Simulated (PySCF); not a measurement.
A side-by-side comparison of computed properties.

First species: C₅H₇NOS.
Cartesian coordinates in Å at the GFN2-xTB level; atoms count from 1:
```
atom  x, y, z in Å
C1    -2.1224    0.2223    0.4655
O2    -1.6185    0.4279   -0.8321
C3    -0.5455   -0.4281   -1.1557
C4     0.7002   -0.1241   -0.3722
C5     1.3711    1.0624   -0.3813
S6     2.7149    1.0079    0.6860
C7     2.2669   -0.6254    1.0697
N8     1.2279   -1.0596    0.4607
H9    -1.3550    0.3899    1.2295
H10   -2.9291    0.9397    0.6000
H11   -2.5120   -0.7964    0.5797
H12   -0.3673   -0.2749   -2.2237
H13   -0.8161   -1.4780   -0.9780
H14    1.1455    1.9457   -0.9424
H15    2.8350   -1.2013    1.7722
```

Second species: C5H7NOS.
SMILES: `CCOc1cncs1`

Levels: PBE0/def2-SVPD for dipole moment, HOMO energy, LUMO energy, HOMO–LUMO gap, static isotropic polarisability and electronic spatial extent ⟨r²⟩ about the centre of nuclear charge; TDDFT PBE0/def2-SVPD for lowest singlet excitation; TDA PBE0/def2-SVPD for lowest triplet excitation (Tamm–Dancoff); GFN2-xTB for rotational constant A and rotational constant C. Geometries: GFN2-xTB. All species are isolated and taken at one optimised geometry, non-relativistic unless stated; the electronic structure was computed with PySCF and density fitting.

Dipoles, sizes and rotational constants follow the conformer. The torsions of the flexible species, by atom-mapped SMILES:
- `[CH3:1][O:2][CH2:3][c:4]1[cH:5][s:6][cH:7][n:8]1`: C1–O2–C3–C4 -69°, O2–C3–C4–C5 -60°
- `[CH3:1][CH2:2][O:3][c:4]1[cH:5][n:6][cH:7][s:8]1`: C1–C2–O3–C4 -75°, C2–O3–C4–C5 171°

```json
{"property": "dipole moment", "column X": "3.22 D", "column Y": "1.18 D"}
{"property": "HOMO energy", "column X": "-6.45 eV", "column Y": "-7.27 eV"}
{"property": "LUMO energy", "column X": "-0.53 eV", "column Y": "-1.03 eV"}
{"property": "HOMO–LUMO gap", "column X": "5.92 eV", "column Y": "6.24 eV"}
{"property": "lowest singlet excitation", "column X": "5.12 eV", "column Y": "5.34 eV"}
{"property": "lowest triplet excitation (Tamm–Dancoff)", "column X": "3.50 eV", "column Y": "3.72 eV"}
{"property": "static isotropic polarisability", "column X": "86.6 au", "column Y": "85.8 au"}
{"property": "electronic spatial extent ⟨r²⟩ about the centre of nuclear charge", "column X": "1133 bohr²", "column Y": "1219 bohr²"}
{"property": "rotational constant A", "column X": "3.872 GHz", "column Y": "4.110 GHz"}
{"property": "rotational constant C", "column X": "1.060 GHz", "column Y": "0.989 GHz"}
```

Q: Which column belongs to which species?

A: Column X is the second species and column Y the first. The first has 15 atoms and 68 electrons, the second 15 and 68.

Q: How does each property change from the first species to the second?

A: dipole moment +2.04 D; HOMO energy +0.82 eV; LUMO energy +0.50 eV; HOMO–LUMO gap -0.32 eV; lowest singlet excitation -0.22 eV; lowest triplet excitation (Tamm–Dancoff) -0.22 eV; static isotropic polarisability +0.8 au; electronic spatial extent ⟨r²⟩ about the centre of nuclear charge -86 bohr²; rotational constant A -0.238 GHz; rotational constant C +0.071 GHz.

On the first: The dipole equals about 3.9 × 10⁻³⁰ C·m (1 D = 3.33564 × 10⁻³⁰ C·m). In wavenumbers S1 is 43100 cm⁻¹ (1 eV = 8065.54 cm⁻¹).

On the second: S1 lies 0.80 eV below the HOMO–LUMO gap; its leading configuration is HOMO→LUMO, weight 0.56, beside HOMO→LUMO+1, weight 0.41.
